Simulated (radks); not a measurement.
The numbers below are computed, except where a source is named.
Species: Sr I. Configuration: [Kr] 5s2. Level of theory: scalar-relativistic Kohn-Sham, LB94 model potential, spin-polarised, spherical densities, finite nucleus; Fermi nuclear charge, rms radius 4.224 fm (a radial shooting solver on a logarithmic mesh with Libxc functionals).

Radial electron density D(r) = 4 pi r^2 rho(r):

r (bohr)  D(r) (e/bohr)
0.001521          1.260
0.001771          1.656
0.002045          2.139
0.002362          2.753
0.002728          3.531
0.003176          4.571
0.003668          5.807
0.004236          7.334
0.004931          9.316
0.005695          11.59
0.006577          14.30
0.007595          17.46
0.008842          21.27
0.01021           25.29
0.01179           29.60
0.01373           34.27
0.01586           38.55
0.01831           42.36
0.02115           45.35
0.02462           47.26
0.02843           47.65
0.03284           46.67
0.03823           44.51
0.04415           42.08
0.05099           40.22
0.05888           39.91
0.06855           41.95
0.07917           46.07
0.09143           51.30
0.1064            56.04
0.1229            57.74
0.142             55.45
0.1639            49.51
0.1909            41.57
0.2204            35.61
0.2546            33.54
0.2963            35.70
0.3422            39.44
0.3953            41.39
0.4565            39.15
0.5314            32.25
0.6137            23.66
0.7088            15.92
0.8251            10.63
0.9529            8.423
1.101             7.742
1.271             7.265
1.48              6.206
1.709             4.711
1.973             3.171
2.297             1.923
2.653             1.224
3.064            0.8795
3.539            0.7011
4.12             0.5506
4.758            0.3989
5.495            0.2509
6.397            0.1273
7.387           0.05424
8.532           0.01828
9.853          0.004718
11.47         0.0008144
13.25         0.0001088

D(r) has 3 maxima, at r = 0.0275, 0.122, 0.395 bohr, and minima at 0.0561, 0.253 bohr, inside which lie 2.05, 11.07 electrons.
